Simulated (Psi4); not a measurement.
CH₃AlF₂, singlet, geometry from GFN2-xTB (such geometries of metal compounds can be far from the true shape); TPSS/STO-3G in Psi4.

The Psi4 input:
```
memory 2 GB

molecule {
0 1
  Al    0.05180306    0.04011766    0.00222470
  C    -1.50805595   -1.16573156   -0.06233932
  H    -1.30669362   -2.03874718   -0.68318980
  H    -2.37664668   -0.64890162   -0.46820696
  H    -1.76055472   -1.53755322    0.93063349
  F     0.01100760    1.60162551   -0.52911869
  F     1.52441362   -0.41295198    0.59199405
}

set basis sto-3g

energy('tpss')
print_variables()
```

### Question
Write the output that Psi4 gives for this input, abridged.

### Answer

```
   => Loading Basis Set <=

    Name: STO-3G
    Role: ORBITAL
    Keyword: BASIS

         ---------------------------------------------------------
                                   SCF
               by Justin Turney, Rob Parrish, Andy Simmonett
                          and Daniel G. A. Smith
                              RKS Reference
         ---------------------------------------------------------

  ==> Geometry <==

    Molecular point group: c1
    Full point group: C1

    Geometry (in Angstrom), charge = 0, multiplicity = 1:

       Center              X                  Y                   Z               Mass
    ------------   -----------------  -----------------  -----------------  -----------------
         AL          -0.035508860550    -0.027609449984    -0.001325152710    26.981538530000
         C           -1.595367870550    -1.233458669984    -0.065889172710    12.000000000000
         H           -1.394005540550    -2.106474289984    -0.686739652710     1.007825032230
         H           -2.463958600550    -0.716628729984    -0.471756812710     1.007825032230
         H           -1.847866640550    -1.605280329984     0.927083637290     1.007825032230
         F           -0.076304320550     1.533898400016    -0.532668542710    18.998403162730
         F            1.437101699450    -0.480679089984     0.588444197290    18.998403162730

  Running in c1 symmetry.

  Rotational constants: A =      0.22364  B =      0.17533  C =      0.10008 [cm^-1]
  Rotational constants: A =   6704.69811  B =   5256.20008  C =   3000.34244 [MHz]
  Nuclear repulsion =  154.893435082111239

  Charge       = 0
  Multiplicity = 1
  Electrons    = 40
  Nalpha       = 20
  Nbeta        = 20

  ==> Algorithm <==

  SCF Algorithm Type is DF.
  DIIS enabled.
  MOM disabled.
  Fractional occupation disabled.
  Guess Type is SAD.
  Energy threshold   = 1.00e-06
  Density threshold  = 1.00e-06
  Integral threshold = 1.00e-12

  ==> Primary Basis <==

  Basis Set: STO-3G
    Blend: STO-3G
    Number of shells: 17
    Number of basis functions: 27
    Number of Cartesian functions: 27
    Spherical Harmonics?: true
    Max angular momentum: 1

  ==> DFT Potential <==

   => LibXC <=

    Version 7.1.2
    S. Lehtola, C. Steigemann, M. J. T. Oliveira, and M. A. L. Marques,  SoftwareX 7, 1–5 (2018) (10.1016/j.softx.2017.11.002)

   => Composite Functional: TPSS <=

    TPSS Meta-GGA XC Functional

    J. Tao, et al., Phys. Rev. Lett., 91, 146401, 2003

    Deriv               =              1
    GGA                 =           TRUE
    Meta                =           TRUE

    Exchange Hybrid     =          FALSE
    MP2 Hybrid          =          FALSE

   => Exchange Functionals <=

    1.0000   XC_MGGA_X_TPSS

   => Correlation Functionals <=

    1.0000   XC_MGGA_C_TPSS

   => LibXC Density Thresholds  <==

    XC_MGGA_C_TPSS:  1.00E-15
    XC_MGGA_X_TPSS:  1.00E-15

   => Molecular Quadrature <=

    Radial Scheme          =       TREUTLER
    Pruning Scheme         =           NONE
    Nuclear Scheme         =       TREUTLER

    Blocking Scheme        =         OCTREE
    BS radius alpha        =              1
    Pruning alpha          =              1
    Radial Points          =             75
    Spherical Points       =            302
    Total Points           =         149752
    Total Blocks           =           1181
    Max Points             =            256
    Max Functions          =             26
    Weights Tolerance      =       1.00E-15

   => Loading Basis Set <=

    Name: (STO-3G AUX)
    Role: JKFIT
    Keyword: DF_BASIS_SCF

  ==> Integral Setup <==

  SCF_SUBTYPE=INCORE selected. In-core MEM_DF algorithm will be used.
  Using in-core AOs.

  ==> MemDFJK: Density-Fitted J/K Matrices <==

    J tasked:                   Yes
    K tasked:                    No
    wK tasked:                   No
    Algorithm:                 Core
    Schwarz Cutoff:           1E-12
    Mask sparsity (%):       1.6461
    Fitting Condition:        1E-10

   => Auxiliary Basis Set <=

  Basis Set: (STO-3G AUX)
    Blend: DEF2-UNIVERSAL-JKFIT
    Number of shells: 131
    Number of basis functions: 411
    Number of Cartesian functions: 490
    Spherical Harmonics?: true
    Max angular momentum: 4

  Minimum eigenvalue in the overlap matrix is 2.3465957069E-01.
  Reciprocal condition number of the overlap matrix is 1.0346241391E-01.
    Using symmetric orthogonalization.

  ==> Pre-Iterations <==

  SCF Guess: Superposition of Atomic Densities via on-the-fly atomic UHF (no occupation information).

   -------------------------
    Irrep   Nso     Nmo
   -------------------------
     A         27      27
   -------------------------
    Total      27      27
   -------------------------

  ==> Iterations <==

                           Total Energy        Delta E     RMS |[F,P]|

   @DF-RKS iter SAD:  -474.17954703403711   -4.74180e+02   0.00000e+00
   @DF-RKS iter   1:  -475.78357478288541   -1.60403e+00   1.21730e-02 DIIS/ADIIS
   @DF-RKS iter   2:  -475.56754589938276    2.16029e-01   2.49421e-02 DIIS/ADIIS
   @DF-RKS iter   3:  -475.87099478429309   -3.03449e-01   2.78801e-03 DIIS/ADIIS
   @DF-RKS iter   4:  -475.87437222709241   -3.37744e-03   9.67586e-04 DIIS/ADIIS
   @DF-RKS iter   5:  -475.87481863393236   -4.46407e-04   1.22397e-04 DIIS/ADIIS
   @DF-RKS iter   6:  -475.87482760884603   -8.97491e-06   1.21140e-05 DIIS
   @DF-RKS iter   7:  -475.87482765755749   -4.87115e-08   8.06933e-06 DIIS
   @DF-RKS iter   8:  -475.87482769704945   -3.94920e-08   3.87746e-07 DIIS
  Energy and wave function converged.

  ==> Post-Iterations <==

   Electrons on quadrature grid:
      Ntotal   =   39.9999197250 ; deviation = -8.027e-05

    Orbital Energies [Eh]
    ---------------------

    Doubly Occupied:

       1A    -54.982096     2A    -23.986270     3A    -23.986107
       4A     -9.742862     5A     -3.786808     6A     -2.300641
       7A     -2.298070     8A     -2.295062     9A     -0.922244
      10A     -0.910004    11A     -0.570570    12A     -0.301243
      13A     -0.298765    14A     -0.255049    15A     -0.177933
      16A     -0.168977    17A     -0.136640    18A     -0.095241
      19A     -0.094453    20A     -0.090346

    Virtual:

      21A      0.175125    22A      0.194851    23A      0.395159
      24A      0.468677    25A      0.487546    26A      0.504086
      27A      0.509200

    Final Occupation by Irrep:
              A
    DOCC [    20 ]
    NA   [    20 ]
    NB   [    20 ]

  @DF-RKS Final Energy:  -475.87482769704945

   => Energetics <=

    Nuclear Repulsion Energy =            154.8934350821112389
    One-Electron Energy =                -974.8422154714869521
    Two-Electron Energy =                 390.7034621622850636
    DFT Exchange-Correlation Energy =     -46.6295094699587551
    Empirical Dispersion Energy =           0.0000000000000000
    VV10 Nonlocal Energy =                  0.0000000000000000
    Total Energy =                       -475.8748276970494544

Computation Completed

Properties will be evaluated at   0.000000,   0.000000,   0.000000 [a0]

Properties computed using the SCF density matrix

 Multipole Moments:

 ------------------------------------------------------------------------------------
     Multipole            Electronic (a.u.)      Nuclear  (a.u.)        Total (a.u.)
 ------------------------------------------------------------------------------------

 L = 1.  Multiply by 2.5417464519 to convert [e a0] to [Debye]
 Dipole X            :          6.5586733           -6.5998246           -0.0411513
 Dipole Y            :          5.0867667           -5.1194276           -0.0326609
 Dipole Z            :          0.2670162           -0.2683297           -0.0013135
 Magnitude           :                                                    0.0525537

 ------------------------------------------------------------------------------------

  Variable Map:
  ----------------------------------------------------------------------------
  "CURRENT ENERGY"              =>    -475.874827697049
  "CURRENT REFERENCE ENERGY"    =>    -475.874827697049
  "DD SOLVATION ENERGY"         =>       0.000000000000
  "DFT FUNCTIONAL TOTAL ENERGY" =>    -475.874827697049
  "DFT TOTAL ENERGY"            =>    -475.874827697049
  "DFT VV10 ENERGY"             =>       0.000000000000
  "DFT XC ENERGY"               =>     -46.629509469959
  "GRID ELECTRONS ALPHA"        =>      19.999959862523
  "GRID ELECTRONS BETA"         =>      19.999959862523
  "GRID ELECTRONS TOTAL"        =>      39.999919725046
  "NUCLEAR REPULSION ENERGY"    =>     154.893435082111
  "ONE-ELECTRON ENERGY"         =>    -974.842215471487
  "PCM POLARIZATION ENERGY"     =>       0.000000000000
  "PE ENERGY"                   =>       0.000000000000
  "SCF ITERATION ENERGY"        =>    -475.874827697049
  "SCF ITERATIONS"              =>       8.000000000000
  "SCF TOTAL ENERGY"            =>    -475.874827697049
  "TWO-ELECTRON ENERGY"         =>     390.703462162285
  "XC GRID RADIAL POINTS"       =>      75.000000000000
  "XC GRID SPHERICAL POINTS"    =>     302.000000000000
  "XC GRID TOTAL POINTS"        =>  149752.000000000000

  Array Variable Map:
  ----------------------------------------------------------------------------
  "CURRENT DIPOLE"              =>      -0.041151311586 ... -0.001313487575 1 by 3
  "SCF DIPOLE"                  =>      -0.041151311586 ... -0.001313487575 1 by 3
  "SCF TOTAL ENERGIES"          =>    -474.179547034037 ... -475.874827697049 1 by 9
```
